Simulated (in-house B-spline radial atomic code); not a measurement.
Yb⁺. Computed with a B-spline radial atomic code. Model: non-relativistic spherical atom: semilocal Troullier-Martins pseudo-atom, one channel per l, against all electrons, high spin, G0W0 and RPA with empty states to l = 8, local potential for every l without a channel, a model core (radius 0 = none) keeps its share of the functional.

Without relativity these are model numbers for so heavy an element.

What the tables leave out is listed at the end.

The pseudopotential gives back the lowest level of each angular momentum of its own functional in the configuration it was made in; a second state of the same l is only approximately right. Exact exchange, RPA and GW see the smooth pseudo-orbitals and miss the exchange with the core, for which the functional's share stands in. The column with an uncorrelated core keeps all orbitals and exact exchange, and so separates missing core correlation from pseudisation. Only the three outermost levels and the lowest empty one were computed. RPA here is direct RPA, with no exchange kernel, and its energies carry an (l + 1/2)⁻⁴ tail. A hybrid on a potential with a model core restores only its own semilocal share of the core's exchange.

Command:
```bash
python run_psgw.py task.json out
```
Settings (lengths in bohr, energies in hartree):
```
Z                      70
electrons              69
configuration          [Xe] 4f14 6s1
generated_in           [Xe] 4f14 6s2
functional             pbe,pbe
core_shells            8
radius_factor          1.3
core_correction        True
ion_configuration      [Xe] 4f14
```

Time taken, with all properties: 120 s on 1 thread of Arm Neoverse N1, on a shared host.

Given: made with PBE; model core radius 0.319 bohr; local radius 0.86 bohr; mean-field start PBE.

Valence shells of the generating configuration: 4d, 5s, 5p, 4f, 6s.

Channel: s 1.517, p 1.657, d 0.642, f 2.097 (radii in bohr).

Computed: largest level miss in the spin-unpolarised generating configuration 0.066 eV; valence RPA correlation energy all-electron orbitals -2.8701 hartree; all-electron RPA polarisability, core included 54.435 bohr³; pseudo-atom RPA polarisability 52.434 bohr³; ionisation by mean-field all-electron 11.446 eV; ionisation by mean-field pseudo minus all 0.162 eV; ionisation by RPA all-electron 11.771 eV.

```csv
level,occupied,mean-field all-electron (eV),mean-field pseudo minus all (eV),G0W0 all-electron (eV),G0W0 uncorrelated core minus all (eV),G0W0 pseudo minus all (eV),exchange self-energy all-electron (eV),exchange self-energy pseudo (eV)
6s up,1,-8.8637,-0.121,-11.732,-0.011,-0.324,-8.229,-8.5164
6s down (empty),0,-7.8762,-0.132,-6.3099,-0.009,-0.231,-1.9365,-2.1659
```

Q: What is the valence RPA correlation energy pseudo?

A: -3.312 hartree.

Q: What is the ionisation by RPA pseudo minus all?

A: 0.346 eV.

Given: mean-field start PBE0.

Computed: valence RPA correlation energy all-electron orbitals -2.7468 hartree; valence RPA correlation energy pseudo -3.1883 hartree; ionisation by mean-field all-electron 11.254 eV; ionisation by mean-field pseudo minus all 0.189 eV; ionisation by RPA all-electron 11.606 eV; ionisation by RPA pseudo minus all 0.327 eV.

```
          level  occupied  mean-field all-electron (eV)  mean-field pseudo minus all (eV)  G0W0 all-electron (eV)  G0W0 uncorrelated core minus all (eV)  G0W0 pseudo minus all (eV)  exchange self-energy all-electron (eV)  exchange self-energy pseudo (eV)
          6s up         1                       -9.3826                            -0.156                 -11.659                                 -0.011                      -0.316                                 -8.0583                           -8.3331
6s down (empty)         0                       -7.0712                            -0.151                 -5.9655                                  -0.01                      -0.235                                 -1.6977                           -1.8762
```

Q: What is the pseudo-atom RPA polarisability?

A: 45.27 bohr³.

Q: What is the all-electron RPA polarisability, core included?

A: 47.069 bohr³.

Among the listed levels the largest G0W0 shift of the pseudo-atom is -0.32 eV, for 6s up on the PBE start, while leaving the core uncorrelated moves that level by -0.01 eV. So pseudisation and the lost core exchange, not the missing core correlation, make the error. Not in the tables (levels of low weight, unsolved or above zero; the highest and the empty levels are kept at any weight): on PBE the G0W0 levels 4f down (pseudo minus all +3.59 eV, weights 0.68 and 0.19), 4f up (pseudo minus all +3.53 eV, weights 0.68 and 0.02); on PBE0 the G0W0 levels 4f down (pseudo minus all +3.37 eV, weights 0.82 and 0.71), 4f up (pseudo minus all +3.80 eV, weights 0.02 and 0.71); no Hartree-Fock pseudo-atom is run with a model core.
